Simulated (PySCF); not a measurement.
1,2-difluorocyclobutene (C₄H₄F₂), SMILES FC1=C(F)CC1. Geometry optimised at B3LYP-D3(BJ)/def2-SVP.

Give the equilibrium geometry at B3LYP-D3(BJ)/def2-SVP (PySCF confirms it by a frequency run) as Cartesian coordinates in Å, and its point group. (Estimate from the structure and the level; the computed values follow.)

point group C2v.
```xyz
10

F     -1.6080     0.0000    -1.1295
C     -0.6694     0.0000    -0.1956
C      0.6694     0.0000    -0.1956
F      1.6080     0.0000    -1.1295
C      0.7882     0.0000     1.3061
C     -0.7882     0.0000     1.3061
H      1.2415    -0.9002     1.7512
H      1.2415     0.9002     1.7512
H     -1.2415     0.9002     1.7512
H     -1.2415    -0.9002     1.7512
```
